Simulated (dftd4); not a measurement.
NTi (SMILES [N]#[Ti]), doublet, geometry from GFN2-xTB (such geometries of metal compounds can be far from the true shape); D4 for wb97x (dftd4).

Input for dftd4:
```
$ dftd4 mol.xyz --func wb97x --charge 0 --json dftd4.json --noedisp

# file mol.xyz
2

Ti    -0.00000000    -0.00000000    -0.41370624
N      0.00000000     0.00000000     1.30021962
```

Q: Write the output that dftd4 gives for this input, abridged.

A: 
```
                    ____  _____ _____     ____  _  _
      -------------|  _ \|  ___|_   _|---|  _ \| || |------------
     |             | | | | |_    | | ___ | | | | || |_           |
     |             | |_| |  _|   | ||___|| |_| |__   _|          |
     |             |____/|_|     |_|     |____/   |_|            |
     |             ===================================           |
     |            E. Caldeweyher, S. Ehlert & S. Grimme          |
     |          Mulliken Center for Theoretical Chemistry        |
     |                    University of Bonn                     |
      -----------------------------------------------------------

Rational (Becke-Johnson) damping: wb97x-D4-ATM
---------------------
  s6         1.0000
  s8         0.5093
  s9         1.0000
  a1         0.0662
  a2         5.4487
 alp        16.0000
--------------------

Dispersion energy:      -6.3215184993658E-03 Eh

[Info] JSON dump of results written to 'dftd4.json'
```
